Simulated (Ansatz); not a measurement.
Molecule: sum formula YOBr, net charge 1, doublet state. The spin state was set by rule; other spins were not relaxed. 
Structure (B3LYP-D3(BJ)/def2-TZVP (Ansatz, a program for electronic structure) minimum search):
```xyz
3

Y      0.9336    -0.4436     0.2641
O      1.5628    -0.0029    -1.5484
Br    -1.3975     0.4949     0.0597
```
Charge +1, spin multiplicity 2.

Total electronic energies in hartree. Valence correlation only, unless marked. UHF or UKS for open shells. Spin-orbit coupling is left out. Frozen are the shells of the preceding noble gas and the d and f shells that filled before the atom's block. In def2 rows, elements after Kr have scalar-relativistic effective core potentials. CBS(X,Y): correlation extrapolated as X^-3; Hartree-Fock from the larger set. The bracket is a focal-point correction in the basis named.

```tsv
level	program	energy (Eh)
RI-HF/def2-TZVPPD	Ansatz	-2685.04731
SVWN5/def2-TZVPD	Ansatz	-2683.33201
r2SCAN-D3(BJ)/def2-TZVPD	Ansatz + dftd3	-2687.49321
PBE0-D3(BJ)/def2-TZVP	Ansatz + dftd3	-2687.13387
PBE0-D4/def2-TZVP	Ansatz + dftd4	-2687.13362
r2SCAN0/def2-TZVPD	Ansatz	-2687.44719
CAM-B3LYP-D3(BJ)/def2-TZVPD	Ansatz + dftd3	-2687.58395
wB97M-V/def2-TZVPD	Ansatz	-2687.27969
B2PLYP-D3(BJ)/def2-TZVPD	Ansatz + dftd3	-2686.92063
B2PLYP-D4/def2-TZVPD	Ansatz + dftd4	-2686.91883
PBE-QIDH/def2-TZVPD	Ansatz	-2686.64414
RPA@PBE/def2-TZVPP	Ansatz	-2685.66331
RI-MP2/CBS(def2-TZVPP,def2-QZVPP)	Ansatz	-2685.5594
CCSD/def2-TZVPPD	Ansatz	-2685.46321
RI-MP2/CBS(def2-TZVPPD,def2-QZVPPD)+[CCSD(T)-MP2]/def2-TZVPPD	Ansatz	-2685.5995
```

Totals of different functionals don't rank their quality; only differences between species are comparable.
